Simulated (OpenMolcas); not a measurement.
neutral iron: thermal populations, worked from levels

- Program: OpenMolcas 26.06
- Basis: ANO-RCC-VTZP [6s5p3d2f1g]
- Scalar Hamiltonian: DKH2, point nucleus
- Active space: 8 electrons in 6 orbitals (3d 4s)
- State averaging: 2S+1 = 5 even, 15 roots; 2S+1 = 3 even, 46 roots kept (CI in the orbitals of an earlier block); 2S+1 = 1 even, 22 roots
- Spin-orbit coupling: RASSI with atomic mean-field integrals over the reference wave functions, term energies averaged over their components

Methods: CASSCF; MS-CASPT2, IPEA 0.25 Eh, imaginary shift 0.1 Eh (closed shells correlated: 3s 3p). Measured levels: NIST Handbook of Basic Atomic Spectroscopic Data.

**Thermal populations.** Z = Σ (2J + 1) exp(-E/kT) with k = 0.695035 cm-1/K, over the levels below. No other level of either list lies under 6880 cm-1, which is above 7 kT at each temperature.

```tsv
Level	2J + 1	MS-CASPT2	measured
3d⁶ 4s² ⁵D₄	9	0.0	0.0
3d⁶ 4s² ⁵D₃	7	392	416
3d⁶ 4s² ⁵D₂	5	668	704
3d⁶ 4s² ⁵D₁	3	845	888
3d⁶ 4s² ⁵D₀	1	932	978
```

| T (K) | Z, MS-CASPT2 | Z, measured levels | Ground level (%), MS-CASPT2 | Ground level (%), measured levels |
| --- | --- | --- | --- | --- |
| 300 | 10.335 | 10.174 | 87.1 | 88.5 |
| 1000 | 16.046 | 15.744 | 56.1 | 57.2 |

At 1000 K, kT = 695 cm-1, and the computed levels give Z = 9.000 + 3.983 + 1.912 + 0.889 + 0.262 = 16.046.

CASPT2 breaks the degeneracy within a term, and the mean is taken; among the terms shown or strongly mixed into the levels shown the widest spread is 13 cm-1 (3d⁶ 4s² ⁵D, MS-CASPT2). Over all roots computed the reference weight is 0.85 to 0.90 in MS-CASPT2; the roots of lowest weight are the least certain, and an intruder state may touch them. Without dynamic correlation excited terms often stand tens of per cent too high (terms of higher spin than the ground term too low), and those without a measured partner can miss by more than the paired ones (holds for CASSCF). Computed and measured levels are paired by configuration, term and J; levels that our copy of the source lacks, or whose pairing is in doubt (as where it misses far off the trend of its configuration), stay unpaired and out of the deviations. Levels of configurations outside the active space are missing.
